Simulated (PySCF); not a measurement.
Geometry:
| atom | x (Å) | y (Å) | z (Å) |
| --- | --- | --- | --- |
| C1 | -2.654 | 1.766 | 0.260 |
| Si2 | -1.515 | 0.305 | 0.047 |
| C3 | -1.669 | -0.925 | 1.438 |
| C4 | -1.658 | -0.457 | -1.647 |
| O5 | 0.056 | 1.068 | 0.173 |
| C6 | 1.196 | 0.451 | 0.076 |
| O7 | 1.178 | -0.804 | -0.120 |
| B8 | 2.446 | -1.688 | -0.253 |
| O9 | 3.658 | -0.786 | -0.130 |
| C10 | 3.576 | 0.472 | 0.068 |
| C11 | 2.400 | 1.182 | 0.189 |
| H12 | -3.706 | 1.447 | 0.186 |
| H13 | -2.472 | 2.523 | -0.518 |
| H14 | -2.511 | 2.241 | 1.242 |
| H15 | -0.960 | -1.756 | 1.306 |
| H16 | -1.468 | -0.446 | 2.409 |
| H17 | -2.690 | -1.339 | 1.470 |
| H18 | -0.928 | -1.269 | -1.776 |
| H19 | -1.490 | 0.294 | -2.433 |
| H20 | -2.669 | -0.873 | -1.788 |
| H21 | 2.440 | -2.480 | 0.675 |
| H22 | 2.430 | -2.187 | -1.365 |
| H23 | 4.543 | 0.991 | 0.140 |
| H24 | 2.381 | 2.255 | 0.356 |

Geometry: PBE0-D3(BJ)/def2-SVP; GIAO shifts from PySCF 2.14, gas phase, non-relativistic, averaged over equivalent atoms.

At PBE0/pcSseg-1 (259 basis functions, 2.1 min wall time on 1 thread of an Arm Neoverse N1, shared host):
| atoms | δ (ppm) |
| --- | --- |
| C10 | 182.4 |
| C6 | 177.3 |
| C11 | 87.3 |
| C1/C3/C4 | -0.6 |
| Si2 | 41.5 |
| O9 | 249.6 |
| O7 | 234.4 |
| O5 | 209.6 |
| B8 | 3.9 |
| H23 | 7.38 |
| H24 | 4.59 |
| H21/H22 | 4.17 |
| H12/H13/H14/H15/H16/H17/H18/H19/H20 | 0.37 |

Chemical shifts δ = σref − σ; ¹³C (184.41 ppm), ²⁹Si (351.99 ppm), ¹H (31.27 ppm) vs TMS; ¹⁷O (334.56 ppm) against H2O; ¹¹B (100.73 ppm) vs BF3·OEt2, all at this level.

Question: Estimate the result of repeating the calculation with mPW1PW91/pcSseg-1.

Answer: 
| atoms | δ at mPW1PW91/pcSseg-1 | change |
| --- | --- | --- |
| C10 | 182.6 | +0.2 |
| C6 | 177.5 | +0.2 |
| C11 | 87.4 | +0.1 |
| C1/C3/C4 | -0.5 | +0.1 |
| Si2 | 41.1 | -0.4 |
| O9 | 248.5 | -1.1 |
| O7 | 233.6 | -0.8 |
| O5 | 208.4 | -1.2 |
| B8 | 4.0 | +0.1 |
| H23 | 7.38 | +0.00 |
| H24 | 4.58 | -0.01 |
| H21/H22 | 4.12 | -0.05 |
| H12/H13/H14/H15/H16/H17/H18/H19/H20 | 0.37 | +0.00 |

References, each an isolated molecule treated in the same way: ¹³C (σ = 183.54 ppm) and ²⁹Si (σ = 350.83 ppm) and ¹H (σ = 31.32 ppm) against TMS; H2O for ¹⁷O (σ = 333.30 ppm); ¹¹B (σ = 100.80 ppm) vs BF3·OEt2.

The largest change is at O5 (oxygen bonded to C, Si). Cost: 259 basis functions, 2.1 min wall time on 1 thread of an Arm Neoverse N1, shared host. The order of the carbon signals is the same at both levels.

Experimental scales use liquid or dissolved standards, which lie at an offset from isolated H2O (liquid H2O: subtract about 36 ppm).
